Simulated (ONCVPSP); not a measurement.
PBE ONCV dataset for Mn (Z = 25), scalar-relativistic all-electron reference.

```
Element                 : Mn (Z = 25)
Generator               : ONCVPSP 4.0.1
Type                    : optimised norm-conserving Vanderbilt (ONCV)
Functional              : PBE
Relativity              : scalar-relativistic
Frozen core             : [Ne]
Valence charge          : 15
Reference configuration : 3s2 3p6 3d5 4s2
Partial waves           : 3s+4s: rc 1.70 bohr, ncon 4, nbas 7, qcut 5.6 1/bohr, 2 projectors; 3p: rc 0.90 bohr, ncon 4, nbas 7, qcut 8.7 1/bohr, 2 projectors, debl 4 Ha; 3d: rc 1.75 bohr, ncon 4, nbas 8, qcut 8.4 1/bohr, 2 projectors, debl 3.7 Ha
Local potential         : polynomial inside 0.70 bohr (lpopt 5, dvloc0 4 Ha)
Core correction         : Teter function, fcfact 4, rcfact 1.6
```

All-electron outer shells of the reference configuration (PBE, scalar-relativistic, ld1.x):

```
shell  level (eV)  outermost node (bohr)  outermost maximum (bohr)
   2p     -630.19                      –                      0.19
   3s      -85.88                   0.34                      0.74
   3p      -54.59                   0.31                      0.75
   3d       -6.77                      –                      0.76
   4s       -5.11                   1.05                      2.51
```

Does the generator finish with these settings?

Yes, a potential is produced and its reference levels are reproduced.

Estimate the cutoffs (Ha) at which the residual kinetic energy of the hardest occupied pseudo-wave falls to 1 and 0.1 mHa per electron.

47 Ha and 163 Ha.

What does a ghost test show?

No bound ghost flagged; no localised positive-energy state flagged.

Which valence shell sets the plane-wave cutoff?

3p: 47 Ha for 1 mHa per electron, against 29 Ha for 3d.

Tests: 3s2 3p6 3d5 4s1; 3s2 3p6 3d5 4s0; 3s2 3p6 3d4 4s0; 3s2 3p6 3d5 4s1 4p1. Which has the largest error in its energy relative to the reference configuration, and how large is it?

3s2 3p6 3d4 4s0, with +51 meV (all-electron minus pseudo) on +56.53 eV.
